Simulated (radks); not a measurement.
Q: The mean radii <r> (bohr) of the occupied orbitals of an atom or ion are listed with their occupations. Method: Dirac Kohn-Sham, PBE, spin-unpolarised, spherical densities, finite nucleus; Fermi nuclear charge, rms radius of each element as measured or else 0.836 A^(1/3) + 0.57 fm; computed with a radial shooting solver on a logarithmic mesh with Libxc functionals.

orbital  occ.      <r>
1s1/2       2  0.02601
2s1/2       2   0.1062
2p1/2       1  0.08848

Name the element and its charge. Open shells, if any, fill j = l - 1/2 first.

A: Z = 55, caesium, charge +50: Cs50+ in [He] 2s2 2p1. The 1s radius gives Z: for a bare nucleus <r> = (2 gamma + 1)/(2Z) with gamma = sqrt(1 - (Z/c)^2), 0.02574 bohr for Z = 55, and screening makes it slightly larger (0.02601 here). The occupations add up to 5, and the charge is Z minus that.
